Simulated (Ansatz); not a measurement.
CH₄N, doublet, geometry from GFN2-xTB; PBE0/def2-SV(P) (Ansatz, an electronic-structure program).

Input for Ansatz:
Ansatz 0.2 input:
```yaml
crystal:
  periodic: [false, false, false]
  atoms:
    - {symbol: C, position_ang: [0.05090308, 0.60657921, 0.04088531]}
    - {symbol: N, position_ang: [0.00214245, -0.78641762, 0.06273665]}
    - {symbol: H, position_ang: [-0.95624751, 1.05804230, 0.01396982]}
    - {symbol: H, position_ang: [-0.49330169, -1.14841740, -0.75166274]}
    - {symbol: H, position_ang: [0.58554129, 0.96413175, 0.92219723]}
    - {symbol: H, position_ang: [0.54359232, 0.99169139, -0.86897269]}
basis:
  gaussian:
    orbitals: def2-SV_P_.json
    point_charges:
      - {charge: 1.0, position_ang: [2.1568, -3.0274, 2.2890]}
hamiltonian:
  xc: pbe0
magnetization: {spin_polarized: true, initial_magnetization: 1}
```
The basis file holds def2-SV(P) in the JSON format of the Basis Set Exchange.

Q: Write the output that Ansatz gives for this input, abridged.

A: 
```
Functional definition: PBE0
416 factors; integrals over basis functions are off by at most 9.3e-4 eV
mean field evaluation 1: about -2581.5280 eV, gradient 2.7e1 eV
mean field evaluation 2: about -2581.1352 eV, gradient 2.9e1 eV
mean field evaluation 4: about -2585.0898 eV, gradient 1.1e0 eV
mean field evaluation 8: about -2585.2492 eV, gradient 2.4e-2 eV
mean field evaluation 16: about -2585.2492 eV, gradient 1.1e-4 eV
mean field -2585.24918126 eV, -95.0061550666 hartree, gradient 3.0e-5 eV, S^2 0.753799; 0 other end points of the search recorded, 0 dependent functions left out
reference -2585.24920015 eV, -95.0061557607 hartree; 9, 8 occupied and 27, 28 virtual orbitals, 416 factors
Total energy: -2585.24920015 eV, -95.0061557607 hartree
```
